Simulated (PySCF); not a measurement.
Some computed properties have been withheld. Give your best values.

C₅H₁₀Se.
Geometry (PBE0-D3(BJ)/def2-SVP, Å), atoms numbered from 1 in this order:
```
atom  x, y, z in Å
C1     2.2445    0.0754   -0.0455
C2     0.9191   -0.5983    0.2731
C3    -0.2527   -0.0163   -0.5006
C4    -1.6256   -0.6502   -0.2288
Se5   -2.5355    1.0874   -0.4514
C6    -0.6115    1.4502   -0.2017
H7     2.4981   -0.0275   -1.1128
H8     3.0700   -0.3600    0.5370
H9     2.2124    1.1528    0.1826
H10    0.7056   -0.5177    1.3541
H11    0.9838   -1.6790    0.0564
H12   -0.0489   -0.0981   -1.5822
H13   -1.9494   -1.4339   -0.9271
H14   -1.7371   -1.0092    0.8056
H15   -0.4108    1.7378    0.8420
H16   -0.1957    2.2087   -0.8783
```

```tsv
property	level	value
point group	PBE0-D3(BJ)/def2-SVP	?
rotational constants A, B, C	PBE0-D3(BJ)/def2-SVP	7.193, 1.099, 0.996 GHz
dipole moment	B3LYP/def2-SVPD	2.03 D
HOMO energy	B3LYP/def2-SVPD	-5.80 eV
LUMO energy	B3LYP/def2-SVPD	-0.71 eV
lowest singlet excitation	TDDFT B3LYP/def2-SVPD	3.84 eV (323 nm, f = 0.000)
strongest line among the 10 lowest singlet transitions	TDDFT B3LYP/def2-SVPD	?
lowest triplet excitation (Tamm–Dancoff)	TDA B3LYP/def2-SVPD	3.40 eV
static isotropic polarisability	B3LYP/def2-SVPD	?
vertical ionisation energy	ΔSCF B3LYP/def2-SVPD	?
electronic spatial extent ⟨r²⟩ about the centre of nuclear charge	B3LYP/def2-SVPD	?
13C chemical shifts (computed TMS as zero) by class	GIAO HF/pcSseg-1	41.0 (C3), 30.3 (C2), 28.4 (C4/C6), 12.1 (C1) ppm
1H chemical shifts (computed TMS as zero) by class	GIAO HF/pcSseg-1	2.79 (H14/H15), 2.76 (H12), 2.51 (H13/H16), 0.99 (H10/H11), 0.82 (H7/H8/H9) ppm
isotropic shieldings of nuclei other than C and H, by class	GIAO HF/pcSseg-1	?
largest of the computed one-bond spin–spin couplings (means over like bonds)	B3LYP/pcJ-1 (pcSseg-1 on Se), spin–dipole term left out	?
```

The electronic properties come from PySCF, for the isolated species, density fitting. One conformer (not necessarily the lowest) at the PBE0-D3(BJ)/def2-SVP geometry, without solvent or vibrations. The calculation is non-relativistic and has no spin–orbit coupling, an omission that weighs most on selenium. Atoms bound to Se lack the heavy atom's spin–orbit term in their shielding, so their NMR values are less reliable. NMR classes are plain means over equivalent atoms (diastereotopic ones count apart unless rotation or inversion swaps them), as if these changed places fast; in this geometry the members of some classes differ.

(1) What is the vertical ionisation energy?

(2) What are the largest of the computed one-bond spin–spin couplings (means over like bonds)?

(3) The strongest line among the 10 lowest singlet transitions?

(4) The point group?

(5) Give the electronic spatial extent ⟨r²⟩ about the centre of nuclear charge.

(6) What is the static isotropic polarisability?

(7) Give the isotropic shieldings of nuclei other than C and H, by class.

## Answers

(1) 8.19 eV.

(2) 13C–1H +156.1 (C4–H13 and 1 like it), 13C–1H +150.7 (C4–H14 and 1 like it), 13C–1H +135.8 (C3–H12), 13C–1H +132.0 (C1–H7 and 2 like it), 13C–1H +130.6 (C2–H10 and 1 like it), 13C–13C +36.8 (C1–C2), 13C–13C +35.5 (C2–C3), 13C–13C +34.0 (C3–C4 and 1 like it) Hz.

(3) S4 at 5.73 eV (216 nm, f = 0.033).

(4) C1.

(5) 1142 bohr².

(6) 88.1 au.

(7) 1768 (Se5) ppm.

With B = h/(8π²I), that is 505.379 GHz u Å² over I, the principal moments of inertia are 70.3, 460.1 and 507.6 u Å² (most abundant isotopes); the inertial defect Ic − Ia − Ib is -22.8 u Å² (zero for a rigid planar frame, negative otherwise). A dipole of 2.03 D is allowed in C1, and pure rotational transitions are dipole-allowed. The rotational constants make it an asymmetric top with κ = (2B − A − C)/(A − C) = -0.97, nearer the prolate limit (−1).

For the TDDFT job (B3LYP/def2-SVPD), hardware: one thread, Arm Neoverse V1, on a shared host. Cost: 71 s wall.
